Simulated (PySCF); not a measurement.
## Electron correlation in Pr+ (praseodymium, charge +1)

[Xe] 4f2 6s2, one real determinant (an excited configuration). Calculation: PySCF 2.14, in cc-pVDZ-X2C (8s7p5d3f1g, 84 functions); scalar relativity by spin-free X2C-1e. Frozen: [Ar] 3d10; 30 electrons correlated.

MP2 pair energies summed by pair of shells (mhartree):

```
 pair   energy  share (%)
4d-4d  -209.39       28.8
5p-5p  -123.49       17.0
4d-5p  -111.87       15.4
5p-6s   -38.31        5.3
4f-5p   -38.17        5.3
5s-5p   -33.04        4.5
4d-4f   -32.24        4.4
4p-4d   -23.44        3.2
4d-5s   -23.08        3.2
6s-6s   -19.55        2.7
4p-4p   -15.14        2.1
4d-6s    -7.41        1.0
4p-4f    -6.96        1.0
4s-4d    -6.65        0.9
4p-5p    -6.50        0.9
4f-5s    -6.43        0.9
5s-5s    -5.97        0.8
4p-5s    -4.29        0.6
4f-6s    -4.15        0.6
4f-4f    -3.16        0.4
4s-4p    -2.22        0.3
5s-6s    -1.96        0.3
4s-4s    -1.22        0.2
4s-5p    -0.85        0.1
4s-4f    -0.84        0.1
4p-6s    -0.36        0.0
4s-5s    -0.22        0.0
4s-6s    -0.02        0.0
```

Total MP2 correlation energy: -726.92 mhartree.

Same-spin part -259.23 and opposite-spin part -467.69 mhartree; SCS-MP2 scales them by 1/3 and 6/5 to -647.64 mhartree.

The reference is one real determinant that mixes LS terms of this configuration.

This basis was not built for core-valence correlation, so the inner-shell part is incomplete.
